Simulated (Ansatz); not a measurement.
Input for Ansatz (a program for electronic structure): R-PBE0/def2-TZVPPD on BH3 (SMILES B) with ghost functions, monomers drawn apart or pushed together. Files ending in .json are basis or fitting sets from the Basis Set Exchange.

Ansatz 0.2 input:
```yaml
crystal:
  periodic: [false, false, false]
  atoms:
    - {symbol: B, position_ang: [-0.44935254, -0.32521441, 0.66950254]}
    - {symbol: H, position_ang: [0.40567798, -0.88714144, 0.03847326]}
    - {symbol: H, position_ang: [-1.24783784, -1.05692590, 1.19111274]}
    - {symbol: H, position_ang: [-0.87943141, 0.69035951, 0.20214063]}
basis:
  gaussian:
    orbitals: def2-TZVPPD.json
    ghost_atoms:
      - {symbol: S, position_ang: [1.05382618, 0.47172316, 2.94346124]}
      - {symbol: H, position_ang: [0.22526901, 1.31427765, 3.58841513]}
      - {symbol: H, position_ang: [1.81799243, 1.47774048, 2.47832732]}
hamiltonian:
  xc: {name: PBE0}
scf: {lower_state_search: off}
```

The log:

```
WARN ansatz: RAYON_NUM_THREADS=2 ignored (pool sized by the plan → 2); use --threads N
Functional definition: PBE0
these checks for a lower state are left out or cut short: stability, starts, cluster_reference, orbital_swaps, neighbouring_geometries, increment
integrals: 0.06 GiB planned
761 factors; their error is unknown
mean field: 0.57 GiB planned
mean field evaluation 1: about -721.8357 eV, gradient 1.5e1 eV
mean field evaluation 2: about -722.3451 eV, gradient 8.2e0 eV
mean field evaluation 4: about -722.5625 eV, gradient 1.5e-1 eV
mean field evaluation 8: about -722.5552 eV, gradient 2.5e-2 eV
mean field -722.55516485 eV, -26.5534125428 hartree, gradient 2.1e-6 eV, S^2 0.000000; 0 other end points of the search recorded, 0 dependent functions left out
reference -722.55519120 eV, -26.5534135110 hartree; 4, 4 occupied and 169, 169 virtual orbitals, 761 factors
Total energy: -722.55519120 eV, -26.5534135110 hartree
Checks for a lower state left out: stability, starts, cluster_reference, orbital_swaps, neighbouring_geometries, increment
```

The run converged.

Cost: roughly 2.0 core-seconds.
